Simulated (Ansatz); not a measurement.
A made-up structure of LiBH₂Te, closed shell:

Li1  (0.066, -0.129, 1.730)
Te2  (-0.145, 0.160, -0.489)
B3  (1.310, -1.278, -0.064)
H4  (-0.594, 0.656, -2.041)
H5  (-0.770, 0.738, 0.406)
(Å)

It is relaxed with PBE-D4/def2-SVP and then PBE0-D4/def2-TZVP (Ansatz 0.2.0). Atoms count as bonded within 1.22 times the sum of their covalent radii (H–H: 0.88 Å). The end point is not checked to be a true minimum.

Q: Does its bonding change? (A judgement: the text doesn't fix the answer.)

A: By the calculation: Yes. Formed: B3–H5; broken: Li1–Te2, Li1–H5, Te2–H5.

Where it ends: The first stage lowers the energy by 5.69 eV in 24 steps. It ends as LiBH₂Te ([Li][BH][TeH]):
```json
{"atom": "Li1", "x (Å)": "0.7236", "y (Å)": "-0.6407", "z (Å)": "2.3570"}
{"atom": "Te2", "x (Å)": "0.3488", "y (Å)": "-0.7795", "z (Å)": "-1.2795"}
{"atom": "B3", "x (Å)": "-0.0638", "y (Å)": "0.2121", "z (Å)": "0.5446"}
{"atom": "H4", "x (Å)": "-0.4112", "y (Å)": "0.1554", "z (Å)": "-2.4484"}
{"atom": "H5", "x (Å)": "-0.7298", "y (Å)": "1.1989", "z (Å)": "0.3684"}
```

Labels in which every atom is bracketed show which atoms are joined, not bond orders.

For scale, one of the runs: PBE0-D4/def2-TZVP relaxation, 107 basis functions, launched by `ansatz run in.yaml --threads 2 --pin off --events-out ev --progress --plain --max-ram 4352MiB`. Hardware: 2 CPU threads of an Arm Neoverse V1, shared host. Wall time about 50 s.
